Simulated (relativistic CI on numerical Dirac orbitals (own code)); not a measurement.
## V⁺ in a cubic cluster: 2p photoemission with charge transfer

Computed with a charge-transfer multiplet model of a cubic metal-ligand cluster with up to one ligand hole, Slater and spin-orbit integrals from Dirac-Coulomb-Breit ions, Slater integrals scaled by 0.8. The ground state mixes d4 with configurations of k ligand holes L, whose averages lie at kΔ + k(k − 1)U_dd/2; a core hole lowers each added d electron by U_cd. 20 K, Lorentzian 0.6 eV and Gaussian 0.8 eV FWHM.

Atomic integrals in eV (Slater integrals scaled, ζ unscaled), ground: F2dd 6.042, F4dd 3.713, zeta_d 0.015; with the core hole: F2dd 7.850, F4dd 4.885, zeta_d 0.030, zeta_core 4.613, F2cd 4.315, G1cd 3.109, G3cd 1.763.

Cluster parameters (eV): U_dd = 4.7, U_cd = 5.8, 10Dq = 1, 10Dq(ligand) = 1.1, V(eg) = 2, V(t2g) = -0.98, final-state hopping factor = 0.8.

| Case | n_d | d4 | d5L | S |
| --- | --- | --- | --- | --- |
| Δ = 5.2 eV | 4.23 | 0.77 | 0.23 | 2.00 |
| Δ = 6.2 eV | 4.19 | 0.81 | 0.19 | 2.00 |
| Δ = 8.2 eV | 4.14 | 0.86 | 0.14 | 2.00 |

Weights, n_d and S are thermal averages at 20 K. Binding energies count from the first peak over 30 % of the highest in each spectrum, which can be another peak from case to case. The parameters are a model scan and need not match a compound or its usual spin state. Peaks in eV (height, largest 100):
- Δ = 5.2 eV: 0.0 (100), 2.6 (47), 8.6 (70), 15.4 (7)
- Δ = 6.2 eV: 0.0 (100), 2.8 (40), 8.6 (66)
- Δ = 8.2 eV: 0.0 (100), 3.3 (26), 8.3 (62)

Curve for Δ = 5.2 eV (points under 2 left out, the grid thinned):

```
E (eV)  Intensity
  -3.7        2.1
  -3.2        2.7
  -2.7        3.7
  -2.2        5.4
  -1.8        8.1
  -1.3       17.3
  -0.8       48.2
  -0.3       93.6
   0.2       97.5
   0.7       92.7
   1.1       82.3
   1.6       64.1
   2.1       49.9
   2.6       47.3
   3.1       45.8
   3.6       43.3
   4.0       42.2
   4.5       36.7
   5.0       27.6
   5.5       22.0
   6.0       20.5
   6.5       21.1
   6.9       24.8
   7.4       38.4
   7.9       57.7
   8.4       68.9
   8.9       64.1
   9.4       41.9
   9.9       26.1
  10.3       22.4
  10.8       21.5
  11.3       20.3
  11.8       17.9
  12.3       13.1
  12.8        8.9
  13.2        7.2
  13.7        6.1
  14.2        5.3
  14.7        5.5
  15.2        6.5
  15.7        6.3
  16.1        5.0
  16.6        3.3
  17.1        2.5
  17.6        2.0
```

For the case Δ = 8.2 eV, Δ = 8.2 eV is larger than U_dd = 4.7 eV, the Mott-Hubbard side of the Zaanen-Sawatzky-Allen scheme. With the core hole the configuration with one ligand hole lies at Δ − U_cd = -0.6, 0.4, 2.4 eV from the one without, in the order of the table; where this is negative the screened configuration lies lower, though the effective hopping of about 3.0 eV (from the holes of the mixed ground state) mixes the two strongly wherever it is as large as the gap.

With at most 1 ligand hole the space is cut while the next configuration still counts, so covalency is underestimated, and a final configuration with one more ligand hole, which can lie low, is missing from the spectra.
